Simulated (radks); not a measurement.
All-electron atom: Pt I in [Xe] 4f14 5d8.25 6s1.75 (fractional occupations, a model configuration). Method: Dirac Kohn-Sham, PBEsol, spin-unpolarised, spherical densities, finite nucleus; open shells are shared between the two j in proportion to 2j + 1; Fermi nuclear charge, rms radius 5.427 fm; computed with a radial shooting solver on a logarithmic mesh with Libxc functionals.

Unscreened Slater integrals over Kohn-Sham orbitals (hartree). Large and small components are both included.

integral,value
"F0(6s1/2,6s1/2)",0.31884
"F0(6s1/2,5d5/2)",0.37839
"G2(6s1/2,5d5/2)",0.098212
"F0(6s1/2,5d3/2)",0.38208
"G2(6s1/2,5d3/2)",0.089914
"F0(6s1/2,5p3/2)",0.40177
"G1(6s1/2,5p3/2)",0.029171
"F0(5d5/2,5d5/2)",0.54149
"F2(5d5/2,5d5/2)",0.27299
"F4(5d5/2,5d5/2)",0.17821
"F0(5d5/2,5d3/2)",0.55388
"F2(5d5/2,5d3/2)",0.27967
"G2(5d5/2,5d3/2)",0.27927
"G4(5d5/2,5d3/2)",0.18261
"F0(5d5/2,5p3/2)",0.63412
"F2(5d5/2,5p3/2)",0.30445
"G1(5d5/2,5p3/2)",0.36360
"G3(5d5/2,5p3/2)",0.22349
"F0(5d3/2,5d3/2)",0.56712
"F2(5d3/2,5d3/2)",0.28745
"F0(5d3/2,5p3/2)",0.65393
"F2(5d3/2,5p3/2)",0.32061
"G1(5d3/2,5p3/2)",0.39052
"G3(5d3/2,5p3/2)",0.24019
"F0(5p3/2,5p3/2)",0.79519
"F2(5p3/2,5p3/2)",0.42749
